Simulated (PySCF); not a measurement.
C9H6N4, SMILES C1=CC2=NC=CC3=NC=CC(=N1)N23.

Geometry optimised at r2SCAN-D4/def2-SVP.

These are PBE/def2-SVP (PySCF) values and carry that method's errors.

Symmetry labels are those of the subgroup Cs that the program uses (full group C3h).

Computed valence orbital energies around the gap with their symmetry:
| orbital | symmetry | energy (eV) |
|---|---|---|
| HOMO−7 | A' | -9.60 |
| HOMO−6 | A" | -8.44 |
| HOMO−5 | A" | -7.50 |
| HOMO−4 | A" | -7.50 |
| HOMO−3 | A' | -6.42 |
| HOMO−2 | A' | -6.40 |
| HOMO−1 | A' | -6.40 |
| HOMO | A" | -4.93 |
| LUMO | A" | -3.07 |
| LUMO+1 | A" | -1.98 |
| LUMO+2 | A" | -1.98 |
| LUMO+3 | A" | 0.84 |
